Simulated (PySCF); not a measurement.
Vertical excitations of a molecule CH10O2Si3 from TDA-B3LYP/def2-SVPD (PySCF 2.14.0), as energy in eV (oscillator strength): 5.00 (0.022), 5.87 (0.029), 6.05 (0.020), 6.39 (0.077), 6.46 (0.018), 6.51 (0.007). Lowest triplet (TDA): 4.46 eV. The structure is a stationary point at ωB97X-D3(BJ)/def2-SVP. Other conformers were not sampled.

Question: Identify the compound among the candidates.
(A) CO[Si](O)([SiH3])[SiH3]
(B) C[Si@@H](O[SiH3])[SiH2]O
(C) C[Si@@](O)([SiH3])O[SiH3]
(D) C[Si@@H](O)[Si@H](O)[SiH3]

Answer: D, C[Si@@H](O)[Si@H](O)[SiH3]
